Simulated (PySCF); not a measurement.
thiourea (CH4N2S), SMILES C(N)(=S)N. Atoms are numbered in the order given.

```xyz
8

N     -0.0578    -1.1562    -1.0536
C      0.0000     0.0000    -0.3161
N      0.0578     1.1562    -1.0536
S      0.0000     0.0000     1.3557
H      0.3054    -1.1706    -2.0095
H      0.0546    -2.0135    -0.5129
H     -0.3054     1.1706    -2.0095
H     -0.0546     2.0135    -0.5129
```

The structure is a stationary point at PBE-D3(BJ)/def2-SVP. One conformer was computed; it need not be the lowest.

All values below come from SMD-PBE0/def2-SVP in PySCF.

Solvation free energies are E(SMD) − E(gas) at the gas-phase geometry, for 1 M in both phases. In vacuum the dipole moment is 4.88 D.

Question: Estimate the solvation free energies in water, acetonitrile, ethanol. (Estimate from the structure and the level; the computed values follow.)

Answer: 
```tsv
solvent	ΔG(solv) (kcal/mol)	its non-electrostatic (CDS) part	dipole (D)
water	-11.1	1.9	6.56
acetonitrile	-13.0	-0.3	6.52
ethanol	-12.7	-0.3	6.48
```
